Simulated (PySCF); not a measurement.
Energy of Tl⁺ (thallium, charge +1) between two integer charges

The 6s beta orbital of [Xe] 4f14 5d10 6s2 is emptied in steps (occupation f), with all orbitals relaxed, ending at [Xe] 4f14 5d10 6s1. Computed with PySCF 2.14 in def2-SVP with the def2 core potential (60 electrons) (4s4p2d, 26 functions), with a scalar-relativistic core potential. The exact energy is a straight line in f; departures are measured from the line between the end points of the same method.

```json
{"f": "1", "UHF (eV)": "0.000", "LDA (eV)": "0.000", "PBE (eV)": "0.000", "PBE0 (eV)": "0.000", "r2SCAN (eV)": "0.000", "LC-wPBE (eV)": "0.000", "BHandHLYP (eV)": "0.000", "wB97X (eV)": "0.000", "CAM-B3LYP (eV)": "0.000", "HSE06 (eV)": "0.000"}
{"f": "0.75", "UHF (eV)": "0.063", "LDA (eV)": "-0.808", "PBE (eV)": "-0.798", "PBE0 (eV)": "-0.577", "r2SCAN (eV)": "-0.725", "LC-wPBE (eV)": "-0.068", "BHandHLYP (eV)": "-0.381", "wB97X (eV)": "-0.155", "CAM-B3LYP (eV)": "-0.346", "HSE06 (eV)": "-0.651"}
{"f": "0.5", "UHF (eV)": "0.081", "LDA (eV)": "-1.080", "PBE (eV)": "-1.069", "PBE0 (eV)": "-0.772", "r2SCAN (eV)": "-0.967", "LC-wPBE (eV)": "-0.092", "BHandHLYP (eV)": "-0.512", "wB97X (eV)": "-0.207", "CAM-B3LYP (eV)": "-0.464", "HSE06 (eV)": "-0.871"}
{"f": "0.25", "UHF (eV)": "0.059", "LDA (eV)": "-0.812", "PBE (eV)": "-0.806", "PBE0 (eV)": "-0.581", "r2SCAN (eV)": "-0.726", "LC-wPBE (eV)": "-0.071", "BHandHLYP (eV)": "-0.388", "wB97X (eV)": "-0.153", "CAM-B3LYP (eV)": "-0.352", "HSE06 (eV)": "-0.655"}
{"f": "0", "UHF (eV)": "0.000", "LDA (eV)": "0.000", "PBE (eV)": "0.000", "PBE0 (eV)": "0.000", "r2SCAN (eV)": "0.000", "LC-wPBE (eV)": "0.000", "BHandHLYP (eV)": "0.000", "wB97X (eV)": "0.000", "CAM-B3LYP (eV)": "0.000", "HSE06 (eV)": "0.000"}
```

Task: For CAM-B3LYP, how does the orbital energy at f = 1 compare with the removal energy?

Result: −ε = 18.496 eV against a total-energy difference of 20.326 eV. By Janak's theorem ε = ∂E/∂f, so the gap between them reflects the curvature. Along the path −ε is 19.395 (f = 0.75), 20.311 (f = 0.5), 21.249 (f = 0.25) eV.

```tsv
method	E(f=0) − E(f=1) (eV)	−ε at f=1 (eV)	−ε at f=0.5 (eV)
UHF	18.368	18.715	18.358
LDA	20.964	16.673	20.951
PBE	20.501	16.266	20.480
PBE0	20.184	17.120	20.173
r2SCAN	20.335	16.487	20.335
LC-wPBE	19.927	19.567	19.919
BHandHLYP	19.940	17.919	19.923
wB97X	20.109	19.289	20.112
CAM-B3LYP	20.326	18.496	20.311
HSE06	20.215	16.748	20.205
```

Reference removal energy between the ground levels: 20.428 eV (measured; NIST Atomic Spectra Database, ionization energies). UHF lacks correlation.
